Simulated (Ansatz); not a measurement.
Ansatz (a quantum-chemistry and plane-wave program) input for Si(I)2(OH)2 (H2I2O2Si), SMILES O[Si](O)(I)I, PBE-D3(BJ)/def2-SVP. 

Ansatz 0.2 input:
```yaml
crystal:
  periodic: [false, false, false]
  atoms:
    - {symbol: O, position_ang: [-0.98521158, -1.50389213, 1.32960163]}
    - {symbol: Si, position_ang: [-0.76909598, -0.48893536, 0.10031574]}
    - {symbol: O, position_ang: [-1.99107037, -0.39210477, -0.94165225]}
    - {symbol: I, position_ang: [-0.37360850, 1.64894053, 1.22061641]}
    - {symbol: I, position_ang: [1.09921427, -1.18744256, -1.31499422]}
    - {symbol: H, position_ang: [-1.04624140, -2.44936271, 1.23126583]}
    - {symbol: H, position_ang: [-2.83326502, 0.00304059, -0.73725788]}
basis:
  gaussian:
    orbitals: def2-SVP
hamiltonian:
  xc: pbe
  dispersion: d3bj
relax: {f_tol: 0.002, max_steps: 200}
```

It prints:

```
WARN ansatz: RAYON_NUM_THREADS=1 ignored (pool sized by the plan → 1); use --threads N
Functional definition: PBE
integrals: 0.06 GiB planned
1230 factors; their error is unknown
mean field: 0.30 GiB planned
mean field evaluation 1: about -28186.0889 eV, gradient 7.5e1 eV
mean field evaluation 2: about -28131.0810 eV, gradient 1.7e2 eV
mean field evaluation 4: about -28195.4529 eV, gradient 8.2e0 eV
mean field evaluation 8: about -28195.6453 eV, gradient 1.2e-1 eV
mean field evaluation 16: about -28195.6051 eV, gradient 1.8e-4 eV
mean field -28195.60507909 eV, -1036.1693749891 hartree, gradient 1.3e-5 eV, S^2 0.000000; 0 other end points of the search recorded, 0 dependent functions left out
the calculation of the forces begins
reference -28195.60511077 eV, -1036.1693761534 hartree; 41, 41 occupied and 67, 67 virtual orbitals, 1230 factors
relax step   1: F+E_penalty+E_count = -28195.84325131 eV  Δ(F+E_penalty+E_count) = +0.000e0 eV  max|allowed force component| = 1.531e0 eV/Å  Δτ_max = 0.0000 Å  (27 SCF iters, accepted)
these checks for a lower state are left out or cut short: starts, cluster_reference, orbital_swaps, neighbouring_geometries, increment
integrals: 0.06 GiB planned
1230 factors; their error is unknown
mean field: 0.30 GiB planned
mean field -28195.68112756 eV, -1036.1721697189 hartree, gradient 9.2e-6 eV, S^2 0.000000; 0 other end points of the search recorded, 0 dependent functions left out
the calculation of the forces begins
reference -28195.68115942 eV, -1036.1721708896 hartree; 41, 41 occupied and 67, 67 virtual orbitals, 1230 factors
relax step   2: F+E_penalty+E_count = -28195.91716700 eV  Δ(F+E_penalty+E_count) = -7.392e-2 eV  max|allowed force component| = 9.580e-1 eV/Å  Δτ_max = 0.0798 Å  (28 SCF iters, accepted)
these checks for a lower state are left out or cut short: starts, cluster_reference, orbital_swaps, neighbouring_geometries, increment
integrals: 0.06 GiB planned
1230 factors; their error is unknown
mean field: 0.30 GiB planned
mean field evaluation 32: about -28195.7167 eV, gradient 2.0e-5 eV
mean field -28195.71672190 eV, -1036.1734777868 hartree, gradient 2.0e-5 eV, S^2 0.000000; 0 other end points of the search recorded, 0 dependent functions left out
the calculation of the forces begins
reference -28195.71675371 eV, -1036.1734789558 hartree; 41, 41 occupied and 67, 67 virtual orbitals, 1230 factors
relax step   3: F+E_penalty+E_count = -28195.95220452 eV  Δ(F+E_penalty+E_count) = -3.504e-2 eV  max|allowed force component| = 4.552e-1 eV/Å  Δτ_max = 0.0289 Å  (27 SCF iters, accepted)
these checks for a lower state are left out or cut short: starts, cluster_reference, orbital_swaps, neighbouring_geometries, increment
integrals: 0.06 GiB planned
1230 factors; their error is unknown
mean field: 0.30 GiB planned
mean field -28195.73269565 eV, -1036.1740648110 hartree, gradient 5.4e-6 eV, S^2 0.000000; 0 other end points of the search recorded, 0 dependent functions left out
the calculation of the forces begins
reference -28195.73272737 eV, -1036.1740659766 hartree; 41, 41 occupied and 67, 67 virtual orbitals, 1230 factors
relax step   4: F+E_penalty+E_count = -28195.96847102 eV  Δ(F+E_penalty+E_count) = -1.627e-2 eV  max|allowed force component| = 2.598e-1 eV/Å  Δτ_max = 0.0247 Å  (28 SCF iters, accepted)
these checks for a lower state are left out or cut short: starts, cluster_reference, orbital_swaps, neighbouring_geometries, increment
integrals: 0.06 GiB planned
1230 factors; their error is unknown
mean field: 0.30 GiB planned
mean field -28195.74347707 eV, -1036.1744610210 hartree, gradient 4.3e-6 eV, S^2 0.000000; 0 other end points of the search recorded, 0 dependent functions left out
the calculation of the forces begins
reference -28195.74350867 eV, -1036.1744621824 hartree; 41, 41 occupied and 67, 67 virtual orbitals, 1230 factors
relax step   5: F+E_penalty+E_count = -28195.97984861 eV  Δ(F+E_penalty+E_count) = -1.138e-2 eV  max|allowed force component| = 2.635e-1 eV/Å  Δτ_max = 0.0392 Å  (28 SCF iters, accepted)
these checks for a lower state are left out or cut short: starts, cluster_reference, orbital_swaps, neighbouring_geometries, increment
integrals: 0.06 GiB planned
1230 factors; their error is unknown
mean field: 0.30 GiB planned
mean field -28195.75358370 eV, -1036.1748324328 hartree, gradient 2.0e-5 eV, S^2 0.000000; 0 other end points of the search recorded, 0 dependent functions left out
the calculation of the forces begins
reference -28195.75361517 eV, -1036.1748335892 hartree; 41, 41 occupied and 67, 67 virtual orbitals, 1230 factors
relax step   6: F+E_penalty+E_count = -28195.99113865 eV  Δ(F+E_penalty+E_count) = -1.129e-2 eV  max|allowed force component| = 3.955e-2 eV/Å  Δτ_max = 0.0574 Å  (27 SCF iters, accepted)
these checks for a lower state are left out or cut short: starts, cluster_reference, orbital_swaps, neighbouring_geometries, increment
integrals: 0.06 GiB planned
1230 factors; their error is unknown
mean field: 0.30 GiB planned
mean field -28195.75401112 eV, -1036.1748481403 hartree, gradient 2.2e-5 eV, S^2 0.000000; 0 other end points of the search recorded, 0 dependent functions left out
the calculation of the forces begins
reference -28195.75404257 eV, -1036.1748492960 hartree; 41, 41 occupied and 67, 67 virtual orbitals, 1230 factors
relax step   7: F+E_penalty+E_count = -28195.99161434 eV  Δ(F+E_penalty+E_count) = -4.757e-4 eV  max|allowed force component| = 9.135e-3 eV/Å  Δτ_max = 0.0097 Å  (27 SCF iters, accepted)
these checks for a lower state are left out or cut short: starts, cluster_reference, orbital_swaps, neighbouring_geometries, increment
integrals: 0.06 GiB planned
1230 factors; their error is unknown
mean field: 0.30 GiB planned
mean field evaluation 64: about -28195.7541 eV, gradient 4.7e-5 eV
mean field -28195.75406146 eV, -1036.1748499903 hartree, gradient 4.7e-5 eV, S^2 0.000000; 0 other end points of the search recorded, 0 dependent functions left out
the calculation of the forces begins
reference -28195.75409292 eV, -1036.1748511461 hartree; 41, 41 occupied and 67, 67 virtual orbitals, 1230 factors
relax step   8: F+E_penalty+E_count = -28195.99163668 eV  Δ(F+E_penalty+E_count) = -2.234e-5 eV  max|allowed force component| = 3.841e-3 eV/Å  Δτ_max = 0.0017 Å  (19 SCF iters, accepted)
these checks for a lower state are left out or cut short: starts, cluster_reference, orbital_swaps, neighbouring_geometries, increment
integrals: 0.06 GiB planned
1230 factors; their error is unknown
mean field: 0.30 GiB planned
mean field -28195.75406755 eV, -1036.1748502140 hartree, gradient 2.1e-5 eV, S^2 0.000000; 0 other end points of the search recorded, 0 dependent functions left out
the calculation of the forces begins
reference -28195.75409900 eV, -1036.1748513698 hartree; 41, 41 occupied and 67, 67 virtual orbitals, 1230 factors
relax step   9: F+E_penalty+E_count = -28195.99164798 eV  Δ(F+E_penalty+E_count) = -1.130e-5 eV  max|allowed force component| = 1.028e-3 eV/Å  Δτ_max = 0.0041 Å  (22 SCF iters, accepted)
these checks for a lower state are left out or cut short: starts, cluster_reference, orbital_swaps, neighbouring_geometries, increment
integrals: 0.06 GiB planned
1230 factors; their error is unknown
mean field: 0.30 GiB planned
mean field -28195.75405775 eV, -1036.1748498538 hartree, gradient 1.4e-5 eV, S^2 0.000000; 0 other end points of the search recorded, 0 dependent functions left out
the calculation of the forces begins
reference -28195.75408920 eV, -1036.1748510097 hartree; 41, 41 occupied and 67, 67 virtual orbitals, 1230 factors
relax step  10: F+E_penalty+E_count = -28195.99165749 eV  Δ(F+E_penalty+E_count) = -9.514e-6 eV  max|allowed force component| = 2.124e-3 eV/Å  Δτ_max = 0.0080 Å  (27 SCF iters, accepted)
these checks for a lower state are left out or cut short: starts, cluster_reference, orbital_swaps, neighbouring_geometries, increment
integrals: 0.06 GiB planned
1230 factors; their error is unknown
mean field: 0.30 GiB planned
mean field -28195.75403926 eV, -1036.1748491743 hartree, gradient 6.1e-6 eV, S^2 0.000000; 0 other end points of the search recorded, 0 dependent functions left out
the calculation of the forces begins
reference -28195.75407071 eV, -1036.1748503301 hartree; 41, 41 occupied and 67, 67 virtual orbitals, 1230 factors
relax step  11: F+E_penalty+E_count = -28195.99165852 eV  Δ(F+E_penalty+E_count) = -1.027e-6 eV  max|allowed force component| = 2.250e-3 eV/Å  Δτ_max = 0.0017 Å  (22 SCF iters, accepted)
these checks for a lower state are left out or cut short: starts, cluster_reference, orbital_swaps, neighbouring_geometries, increment
integrals: 0.06 GiB planned
1230 factors; their error is unknown
mean field: 0.30 GiB planned
mean field -28195.75404237 eV, -1036.1748492887 hartree, gradient 2.8e-5 eV, S^2 0.000000; 0 other end points of the search recorded, 0 dependent functions left out
the calculation of the forces begins
reference -28195.75407383 eV, -1036.1748504445 hartree; 41, 41 occupied and 67, 67 virtual orbitals, 1230 factors
relax step  12: F+E_penalty+E_count = -28195.99165889 eV  Δ(F+E_penalty+E_count) = -3.724e-7 eV  max|allowed force component| = 1.288e-4 eV/Å  Δτ_max = 0.0003 Å  (18 SCF iters, accepted)
integrals: 0.06 GiB planned
1230 factors; their error is unknown
mean field: 0.30 GiB planned
mean field evaluation 96: about -28195.7984 eV, gradient 1.4e-1 eV
mean field -28195.75404237 eV, -1036.1748492887 hartree, gradient 2.8e-5 eV, S^2 0.000000; 1 other end points of the search recorded, 0 dependent functions left out
the calculation of the forces begins
reference -28195.75407383 eV, -1036.1748504445 hartree; 41, 41 occupied and 67, 67 virtual orbitals, 1230 factors
Total energy: -28195.99169034 eV, -1036.1835826904 hartree
Atom 0 at    -1.032832    -1.534950     1.373781 Å, force     0.000056     0.000063    -0.000081 eV/Å
Atom 1 at    -0.777656    -0.492816     0.100194 Å, force    -0.000129    -0.000090     0.000047 eV/Å
Atom 2 at    -2.043717    -0.411988    -0.978569 Å, force     0.000065    -0.000010     0.000068 eV/Å
Atom 3 at    -0.411986     1.691953     1.154576 Å, force     0.000008     0.000029    -0.000023 eV/Å
Atom 4 at     1.132877    -1.239183    -1.245704 Å, force     0.000024     0.000002     0.000020 eV/Å
Atom 5 at    -0.954741    -2.478585     1.137334 Å, force    -0.000024    -0.000003    -0.000039 eV/Å
Atom 6 at    -2.811223     0.095813    -0.653716 Å, force    -0.000001     0.000010     0.000009 eV/Å
Dipole moment:    -0.295873    -0.187033     0.037919 e Å
```

Self-consistency was reached.
